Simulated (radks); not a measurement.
Polarisability of the tellurium ion Te+, [Kr] 4d10 5s2 5p3, at imaginary frequency. All-electron calculation, scalar-relativistic Kohn-Sham, LB94 model potential, spin-polarised, spherical densities, finite nucleus; open shells are filled with parallel spins first (spin-orbit coupling, left out, can overturn this in heavy ions); Fermi nuclear charge, rms radius 4.7423 fm. Program: a radial shooting solver on a logarithmic mesh with Libxc functionals. Response by self-consistent Sternheimer equations with the Hartree and adiabatic LDA kernel, the relativistic mass of each level held fixed and spin-orbit coupling left out.

w (hartree),alpha1(iw) (bohr^3)
0.00266,21.80
0.0143,21.78
0.0360,21.66
0.0697,21.31
0.118,20.45
0.186,18.78
0.280,16.09
0.413,12.57
0.605,8.872
0.892,5.713
1.35,3.428
2.12,1.924
3.59,0.9470
6.94,0.3482
17.5,0.07619

Static values: alpha1 = 21.80 bohr^3 (3.230 angstrom^3; uncoupled 34.94). C6 = 182.3, triple-dipole C9 = 2830 atomic units. One-pole (London) frequency 4 C6 / (3 alpha1^2) = 0.512 hartree, against 0.695 for minus the highest occupied eigenvalue.
